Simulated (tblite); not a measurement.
C₇H₅FO₂.
Atom-mapped SMILES: `[CH2:1]=[CH:2][c:3]1[cH:4][cH:5][o:6][c:7]1[C:8](=[O:9])[F:10]` (hydrogens: H11, H12 on C1; H13 on C2; H14 on C4; H15 on C5)

Structure used (GFN2-xTB), in Å, numbered top down from 1:
```xyz
15
C7H5FO2 angstrom
C      2.4901   -0.4350    0.4637
C      1.2363   -0.8082    0.2272
C      0.1409    0.1104    0.0257
C      0.1500    1.5285    0.0343
C     -1.1339    1.9216   -0.2050
O     -1.9424    0.8777   -0.3619
C     -1.1859   -0.2380   -0.2252
C     -1.7890   -1.5394   -0.3450
O     -1.2858   -2.6129   -0.2563
F     -3.1286   -1.4464   -0.5953
H      2.7826    0.5997    0.5231
H      3.2707   -1.1612    0.6070
H      0.9716   -1.8543    0.1730
H      0.9921    2.1678    0.1957
H     -1.5731    2.8976   -0.2828
```

Computed with GFN2-xTB (tblite): harmonic, unscaled wavenumbers at the GFN2-xTB geometry, gas phase. The method is semi-empirical: single wavenumbers can be off by several per cent or more. One conformer, not necessarily the lowest.

Harmonic wavenumbers (cm⁻¹): 60.6, 85.3, 134.9, 154.5, 222.6, 247.0, 359.8, 429.9, 547.4, 557.7, 586.2, 635.9, 678.7, 724.9, 725.9, 807.2, 829.7, 865.8, 901.0, 955.1, 1013.7, 1027.1, 1056.5, 1091.4, 1163.6, 1249.3, 1271.5, 1295.2, 1395.1, 1406.5, 1475.3, 1538.2, 1660.2, 1805.3, 3090.8, 3112.6, 3142.7, 3164.4, 3201.2.

A = 2018, B = 1205, C = 754.6 MHz; mass 140.027 u (most abundant isotopes); point group Cs, symmetry number 1.

**Question.** Zero-point energy?

**Answer.** ½Σν̃ = 22335 cm⁻¹ = 63.86 kcal/mol.

**Question.** What is S at 500 K and 1 bar for an ideal gas of classical rigid rotors and harmonic oscillators?

**Answer.** Translation 43.32, rotation 31.09, vibration 41.01: S = 115.4 cal/(mol K).

**Question.** And Cp and H(500 K) − H(0)?

**Answer.** Cp = 49.75 cal/(mol K), of which vibrations give 41.80 (their classical limit is 39 R = 77.5); H(500 K) − H(0) = 14.74 kcal/mol without the zero-point energy, 10.77 from vibrations.

**Question.** Which modes carry the vibrational entropy at 500 K?

**Answer.** 60.6 cm⁻¹: 5.46; 85.3 cm⁻¹: 4.78; 134.9 cm⁻¹: 3.88; 154.5 cm⁻¹: 3.61; 222.6 cm⁻¹: 2.91; 247.0 cm⁻¹: 2.71 cal/(mol K); the other 33 give 17.65 together.

**Question.** Blend soft modes into free rotors: weight 1/[1 + (100 cm⁻¹/ν̃)⁴] for the oscillator and the rest for a rotor with moment μB/(μ + B), μ = h/(8π²ν), B = 10⁻⁴⁴ kg m². What vibrational entropy results?

**Answer.** 38.47 cal/(mol K) in place of 41.01, which changes −T·S at 500 K by +1.27 kcal/mol.

Hindered rotation and anharmonicity are outside this model. Other conformers, if any are populated, would add a mixing term that is left out.
